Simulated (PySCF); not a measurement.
**Radial density of Sn⁺ (tin, charge +1)**

UHF, [Kr] 4d10 5s2 5p1, 2P determinant. All numbers are calculated (PySCF 2.14, scalar relativity through the core potential, in aug-cc-pVTZ-PP with one added diffuse shell each of d, f type with ECP28MDF (6s5p5d3f, 67 functions)). This is the valence pseudo-density: the core potential removes the inner electrons and smooths the orbitals near the nucleus.

```json
{"r (bohr)": "0.00444", "4πr²ρ (e/bohr)": "1.442e-05", "4πr²(ρα − ρβ)": "0.0000"}
{"r (bohr)": "0.00747", "4πr²ρ (e/bohr)": "3.790e-05", "4πr²(ρα − ρβ)": "0.0000"}
{"r (bohr)": "0.0126", "4πr²ρ (e/bohr)": "8.935e-05", "4πr²(ρα − ρβ)": "0.0000"}
{"r (bohr)": "0.0211", "4πr²ρ (e/bohr)": "0.0001773", "4πr²(ρα − ρβ)": "0.0000"}
{"r (bohr)": "0.0356", "4πr²ρ (e/bohr)": "0.0003173", "4πr²(ρα − ρβ)": "0.0000"}
{"r (bohr)": "0.0598", "4πr²ρ (e/bohr)": "0.0006151", "4πr²(ρα − ρβ)": "0.0000"}
{"r (bohr)": "0.101", "4πr²ρ (e/bohr)": "0.002881", "4πr²(ρα − ρβ)": "0.0000"}
{"r (bohr)": "0.169", "4πr²ρ (e/bohr)": "0.03202", "4πr²(ρα − ρβ)": "0.0000"}
{"r (bohr)": "0.285", "4πr²ρ (e/bohr)": "0.5503", "4πr²(ρα − ρβ)": "0.0010"}
{"r (bohr)": "0.479", "4πr²ρ (e/bohr)": "8.041", "4πr²(ρα − ρβ)": "0.0239"}
{"r (bohr)": "0.805", "4πr²ρ (e/bohr)": "22.97", "4πr²(ρα − ρβ)": "0.0220"}
{"r (bohr)": "1.35", "4πr²ρ (e/bohr)": "8.671", "4πr²(ρα − ρβ)": "0.0566"}
{"r (bohr)": "2.28", "4πr²ρ (e/bohr)": "1.997", "4πr²(ρα − ρβ)": "0.4265"}
{"r (bohr)": "3.83", "4πr²ρ (e/bohr)": "0.3979", "4πr²(ρα − ρβ)": "0.2060"}
{"r (bohr)": "6.45", "4πr²ρ (e/bohr)": "0.01069", "4πr²(ρα − ρβ)": "0.0085"}
```

Energies and moments cover only the electrons outside the core potential.
